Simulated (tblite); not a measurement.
C7H9N (charge +1 and doublet state).
Z-matrix (Å and degrees, GFN2-xTB geometry), rows numbered from 1:
```
N 
C   1  1.3714
C   2  1.5187  1  117.19
C   3  1.3349  2  108.92  1   163.55
C   4  1.5151  3  107.39  2    -2.83
C   5  1.5150  4  107.61  3    66.09
C   6  1.3352  5  107.39  4   -66.23
C   5  1.5258  4   98.64  3   -35.87
H   1  1.0077  2  120.83  3   -21.00
H   1  1.0077  2  121.10  3   155.40
H   3  1.0738  2  122.04  1   -19.01
H   4  1.0733  3  128.01  2   175.40
H   5  1.0871  4  115.56  3  -163.01
H   6  1.0735  5  124.58  4   111.91
H   7  1.0738  2  122.02  1    18.74
H   8  1.0867  2  110.56  1    62.16
H   8  1.0868  2  110.48  1   -61.75
```

All values are computed: GFN2-xTB (tblite) harmonic vibrations without scaling, gas phase. This tight-binding method is rough: wavenumbers can miss measured ones by several per cent, in bad cases by 10 to 20. One conformer, not necessarily the lowest. Open shells enter through the occupations alone, without spin polarisation, and single modes of such species can be off by tens of per cent.

Harmonic wavenumbers (cm⁻¹): 213.4, 299.8, 303.1, 330.5, 421.2, 434.0, 459.1, 509.9, 592.4, 640.8, 721.2, 756.0, 787.4, 809.8, 815.2, 851.9, 880.8, 900.2, 937.3, 962.7, 966.1, 978.8, 1037.6, 1044.8, 1062.2, 1115.0, 1155.7, 1167.3, 1175.3, 1186.5, 1226.7, 1337.2, 1436.0, 1448.4, 1512.9, 1608.4, 3016.9, 3023.5, 3035.2, 3143.0, 3144.1, 3159.5, 3161.2, 3439.1, 3497.7.

A = 3625, B = 2442, C = 2026 MHz; mass 107.073 u (most abundant isotopes); point group Cs, symmetry number 1; spin multiplicity 2.

Task: What is the zero-point energy?

Result: ½Σν̃ = 30353 cm⁻¹ = 363.10 kJ/mol.

Task: Entropy at 200 K, 1 bar (ideal gas, RRHO, classical rotation)?

Result: Translation 158.84, rotation 109.18, vibration 23.63, spin (R ln 2) 5.76: S = 297.4 J/(mol K).

Task: And Cp and H(200 K) − H(0)?

Result: Cp = 85.39 J/(mol K), of which vibrations give 52.13 (their classical limit is 45 R = 374.2); H(200 K) − H(0) = 10.05 kJ/mol without the zero-point energy, 3.40 from vibrations.

Task: How do the functions run with temperature in this model?

Result: 
```
T (K)  S (J/(mol K))  Cp (J/(mol K))  H − H(0) (kJ/mol)  G − H(0) (kJ/mol)  ln q(vib)
  100          254.4            45.5               3.62             -21.82       0.09
  300          341.0           133.2              20.97             -81.34       2.06
  500          429.1           212.6              56.12            -158.41       5.51
  800          545.3           279.9             131.10            -305.14      11.40
 1000          610.9           307.4             189.97            -420.89      15.26
```

q(vib) and H(0) count from the zero-point level.

Task: What must be added to the electronic energy to get the Gibbs energy at 200 K and 1 bar?

Result: ZPE + [H(200 K) − H(0)] − T·S = 363.10 + 10.05 − 59.48 = 313.67 kJ/mol.

Task: Which modes carry the vibrational entropy at 200 K?

Result: 213.4 cm⁻¹: 5.52; 299.8 cm⁻¹: 3.37; 303.1 cm⁻¹: 3.31; 330.5 cm⁻¹: 2.83; 421.2 cm⁻¹: 1.69; 434.0 cm⁻¹: 1.57 J/(mol K); the other 39 give 5.34 together.

Hindered rotation and anharmonicity are outside this model. Other conformers, if any are populated, would add a mixing term that is left out.
